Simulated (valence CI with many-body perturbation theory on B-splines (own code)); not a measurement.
Ir²⁷⁺: input, log and results

Computed by valence CI with perturbative core correlation (CI+MBPT): four valence electrons over a frozen Dirac-Fock core [Kr] 4d10, a basis of 7 s, 7 p, 7 d, 7 f, 4 g, 2 h functions for each j, with the one-electron correlation potential Σ1 (screened to all orders), the two-electron term Σ2, the three-electron term Σ3, Breit, model QED; selected single and double excitations, second order for the rest, scaled by the run's own slope (own B-spline code, finite nucleus).

Command, and the settings that its task file holds:

```sh
python run_cv.py task.json out
```

```
atom Ir  Z=77  mass_number=193  rms_radius_fm=5.4032
core [Kr] 4d10
valence 4f4
avg = 1
basis = M
beyond = 1
breit = 1
cap = 32000
capref = 2200
cscale = 1
de = 0.0
dress = 0
eps = 2e-08
extrap = 1
h = 0.27
hh = 1
l2 = 3
lcore = 6
maxit = 60
n2 = 5
natural = 1
nlev = 190
nno = [4, 4, 4, 5, 3, 2]
nroot = 40
nsp = [3, 3, 3, 2, 1, 0]
pt2 = 1
qed = 1
rpa = 1
s1 = 1
s2 = 1
s3 = 1
screen = 1
tol = 2e-05
whole = 1
```

Task: Roughly how long does this run take on one core of Intel(R) Xeon(R) Processor @ 2.30GHz, and how much memory?

Result: 4 min on 1 thread of Intel(R) Xeon(R) Processor @ 2.30GHz (shared host), peak memory 1.4 GiB.

Log. The first blocks belong to the next ion, which gives the ionisation energy. Fields: 2J, parity (1 odd), roots, reference size, generating configurations, candidates as configurations/state functions, variational space P, stored matrix elements, Davidson steps; e2 is the range of second-order energies in hartree. The first line gives the box (bohr), its intervals, the orbitals and the steps of their self-consistent field. Window is the range of levels sought, series limit the energy at which the first omitted orbital would enter, core excitation an estimate of the first excitation out of the core, left out the lowest levels not solved, and shifts from estimates the range by which levels moved from their first estimate, all in cm⁻¹.

```
rmax 5.3 intervals 59 orbitals 61 references ['4f4', '4f3 5s', '4f3 5p', '4f2 5s2', '4f3 5d'] scf 5 t 2.0
2J=9 par=1 roots 2 ref 39 generators 4 cand 1808/6103 P 811/2774 nnz 2.4e+06 it 4
2J=9 par=1 roots 2 ref 39 generators 7 cand 2713/8987 P 1261/4324 nnz 5.1e+06 it 4
   second order: generators 11 cand 3805/12137 e2 -0.00002 -0.00001
2J=11 par=1 roots 2 ref 31 generators 3 cand 1648/5083 P 915/3056 nnz 2.7e+06 it 4
2J=11 par=1 roots 2 ref 31 generators 6 cand 2285/6725 P 1309/4288 nnz 5e+06 it 4
   second order: generators 11 cand 3923/11457 e2 -0.00001 -0.00000
2J=3 par=1 roots 2 ref 33 generators 4 cand 1794/4745 P 975/2620 nnz 2e+06 it 4
2J=3 par=1 roots 2 ref 33 generators 7 cand 2521/6536 P 1387/3747 nnz 3.7e+06 it 4
   second order: generators 12 cand 4437/11315 e2 -0.00001 -0.00001
reference levels 1643, estimated 431, window 1466553 1/cm; series limit 4504347, core excitation 1772679
2J=8 par=0 roots 24 ref 168 generators 12 cand 6001/63465 P 473/6396 nnz 8e+06 it 7
2J=8 par=0 roots 24 ref 168 generators 16 cand 10928/134314 P 2587/29036 nnz 1.4e+08 it 8
   second order: generators 30 cand 21387/280698 e2 -0.00052 -0.00004
2J=10 par=0 roots 18 ref 142 generators 10 cand 5941/58591 P 475/6398 nnz 8.5e+06 it 9
2J=10 par=0 roots 18 ref 142 generators 14 cand 10757/124488 P 2621/28010 nnz 1.3e+08 it 10
   second order: generators 28 cand 22418/271959 e2 -0.00045 -0.00003
2J=12 par=0 roots 16 ref 119 generators 9 cand 5723/49123 P 508/6372 nnz 9e+06 it 11
2J=12 par=0 roots 16 ref 119 generators 13 cand 10307/104822 P 2894/27053 nnz 1.3e+08 it 9
   second order: generators 23 cand 18876/200387 e2 -0.00028 -0.00002
2J=4 par=0 roots 22 ref 147 generators 12 cand 5952/51743 P 605/6397 nnz 7.4e+06 it 14
2J=4 par=0 roots 22 ref 147 generators 14 cand 8316/77567 P 3503/30566 nnz 1.4e+08 it 12
   second order: generators 31 cand 21382/239439 e2 -0.00013 -0.00001
2J=14 par=0 roots 10 ref 78 generators 8 cand 5175/36845 P 637/6395 nnz 8.4e+06 it 6
2J=14 par=0 roots 10 ref 78 generators 10 cand 7213/60570 P 3138/24446 nnz 9.9e+07 it 7
   second order: generators 17 cand 10249/98618 e2 -0.00006 -0.00001
2J=2 par=0 roots 10 ref 90 generators 9 cand 5820/34306 P 957/6399 nnz 7.3e+06 it 5
2J=2 par=0 roots 10 ref 90 generators 12 cand 7808/49540 P 3690/21523 nnz 6.4e+07 it 9
   second order: generators 22 cand 15039/104166 e2 -0.00006 -0.00001
2J=16 par=0 roots 9 ref 53 generators 9 cand 4341/24945 P 868/6397 nnz 8.1e+06 it 7
...
2J=16 par=1 roots 4 ref 25 generators 7 cand 7031/53989 P 2504/15201 nnz 4e+07 it 7
   second order: generators 14 cand 12646/109625 e2 -0.00004 -0.00003
2J=0 par=1 roots 2 ref 22 generators 2 cand 2933/6107 P 2024/4409 nnz 3.2e+06 it 4
2J=0 par=1 roots 2 ref 22 generators 6 cand 7790/20582 P 2788/6352 nnz 5.8e+06 it 5
   second order: generators 13 cand 16925/47425 e2 -0.00003 -0.00003
2J=18 par=1 roots 1 ref 12 generators 1 cand 1619/8753 P 1004/4770 nnz 4.5e+06 it 4
2J=18 par=1 roots 1 ref 12 generators 3 cand 4405/29254 P 1480/7631 nnz 1.2e+07 it 5
   second order: generators 7 cand 9999/68700 e2 -0.00004 -0.00004
left out: unestimated 2261294, estimated 1552301, shifts from estimates -28 to 224
operators 4.1
```

The Davidson iterations converged.

The last digits are not significant, and no measured levels were compared; by estimate large intervals hold to a few tenths of a per cent, small ones and those within an open d or f shell to about a per cent. Excitations out of the core, of the other parity, are not computed and may begin above about 176 eV (a cautious bound); beyond it only levels of the ground parity were kept, without lifetimes.

* Valence energy: -144.6933 hartree
* Ionisation energy: 902.76 eV (NIST: 920 ± 50 eV (theoretical))
* Reference configurations for the orbitals: 4f4, 4f3 5s, 4f3 5p, 4f2 5s2, 4f3 5d
* Radial orbitals: 61
* Box radius: 5.333 bohr
* Largest variational space: 32000
* Lowest levels: (4f5/2^4) J=4 0.0000, (4f5/2^3 4f7/2) J=5 [a] 2.512, (4f5/2^2 4f7/2^2) J=6 [a] 4.466, (4f5/2^4) J=2 4.639, (4f5/2^3 4f7/2) J=7 [a] 5.864, (4f5/2^3 4f7/2) J=1 [a] 6.035, (4f5/2^3 4f7/2) J=4 [a] 6.153, (4f5/2^3 4f7/2) J=8 [a] 6.935, (4f5/2^3 4f7/2) J=3 [a] 7.038, (4f5/2^3 4f7/2) J=2 [a] 7.439, (4f5/2^3 4f7/2) J=2 [b] 7.764, (4f5/2^3 4f7/2) J=3 [b] 7.838, (4f5/2^2 4f7/2^2) J=6 [b] 8.558, (4f5/2^3 4f7/2) J=5 [b] 8.971 eV

Levels are named by their leading jj configuration (3d3/2^4 stands for four electrons in 3d with j = 3/2), which in mixed levels can hold well under half, so a name can repeat and another be missing. Letters in brackets count levels of one name in rising energy.
